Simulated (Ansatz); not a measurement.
**Energy differences in AsN**

Program: Ansatz, Gaussian basis, development build. Basis cc-pwCVTZ-PP on As, cc-pVTZ on N, scalar-relativistic core potentials (10 electrons on As), no spin–orbit coupling, 5 orbitals frozen in the corrections; active space CAS(6,6). Restricted Hartree–Fock, then the lowest state-specific CASSCF solution met for each case. Coupled cluster stands on the determinant that it favours, not always the lowest RHF. Single-reference values can break down or jump between states where bonds are stretched. Solutions in different active orbitals can move differences by tenths of an eV and at times more than 1 eV.

Case A, singlet: bond length 1.6180 Å.

Case B, triplet: the shape of A.

Case C, singlet: bond length 1.8607 Å.

Energy less that of case A, in eV:

| case | RHF/ROHF | CASSCF | CCSD(T) |
| --- | --- | --- | --- |
| B | +1.703 | +3.344 | +3.339 |
| C | +1.943 | +0.810 | +0.935 |

Problem. Give the SC-NEVPT2 energies against case A.

Solution. B: +2.985 eV (68.8 kcal/mol); C: +0.819 eV (18.9 kcal/mol).

Problem. Which case is lowest, and do the methods agree?

Solution. A is lowest in SC-NEVPT2. Of the methods shown, RHF/ROHF, CASSCF, CCSD(T) agree.
